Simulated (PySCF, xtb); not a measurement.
Sn(F)(Cl)2(OMe) (CH₃Cl₂FOSn), SMILES C[O][Sn]([F])([Cl])[Cl].

GFN2-xTB run with xtb 6.7.1 at its own geometry gives an orbital gap of 2.36 eV and a dipole moment of 2.37 D.

The structure is a stationary point at B3LYP-D3(BJ)/def2-SVP. The structure was generated by enumeration; whether it is a known compound was not checked. The def2 effective core potentials stand for the cores of Sn; spin–orbit coupling is left out. One conformer was computed; it need not be the lowest.

Problem. What does PySCF with CAM-B3LYP/def2-TZVP give? (The exact figures need the calculation; the answer reports its results.)

Solution. gap 8.10 eV (levels -10.32 and -2.22 eV), dipole 1.95 D.
